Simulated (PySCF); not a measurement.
Job for PySCF: R-HF/3-21G on SiN-, 2S+1 = 1, a point of a bond scan (R = 1.675 Å). Charge -1.

```python
from pyscf import gto, scf, dft, mp
from pyscf.data.elements import chemcore

mol = gto.M(
    atom='''
    N     0.00000000    0.00000000    0.00000000
    Si    0.00000000    0.00000000    1.67504800
    ''',
    basis='3-21g',
    charge=-1, spin=0, verbose=3, max_memory=1800)
mf = scf.RHF(mol)
mf.conv_tol = 1e-8
mf.max_cycle = 100
mf.kernel()
if not mf.converged:
    mf = mf.newton().run(mf.mo_coeff, mf.mo_occ)
```

Task: Give the final energy of this run.

Result: -341.4695 hartree.
